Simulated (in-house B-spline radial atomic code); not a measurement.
## Binding energies in Zr⁵⁺

NIST's tabulated ground configuration is [Ar] 3d10 4s2 4p5; each binding energy is the energy of the ion with one electron taken from that subshell, relaxed, less that of the parent. Level of theory: Dirac-Hartree-Fock, average of configuration, Fermi nucleus of rms radius 4.2694 fm; calculated with a radial B-spline atomic code at the basis-set limit. Energies include first-order Breit, QED and recoil terms.

| subshell | X-ray name | binding energy (eV) | -ε (eV) | relaxation (eV) |
| --- | --- | --- | --- | --- |
| 1s | K | 18074.6 | 18173.6 | 52.5 |
| 2s | L1 | 2615.1 | 2644.3 | 24.9 |
| 3s | M1 | 509.5 | 516.8 | 6.7 |
| 3d3/2 | M4 | 257.7 | 265.2 | 7.4 |
| 3d5/2 | M5 | 255.3 | 262.6 | 7.3 |
| 4s | N1 | 124.1 | 124.9 | 0.7 |
| 4p | N2,3 | 96.54 | 97.22 | 0.63 |

Relaxation = -ε minus the binding energy without Breit, QED and recoil terms.

Q: What does it cost to remove both a 3d3/2 and a 4p electron?

A: 375.65 eV, which is 21.4 eV more than the two single binding energies together.

Q: What does it cost to remove both a 3s and a 3d3/2 electron?

A: 805.95 eV, which is 38.74 eV more than the two single binding energies together.

Q: What does it cost to remove both a 2s and a 3d5/2 electron?

A: 2918.7 eV, which is 48.25 eV more than the two single binding energies together.
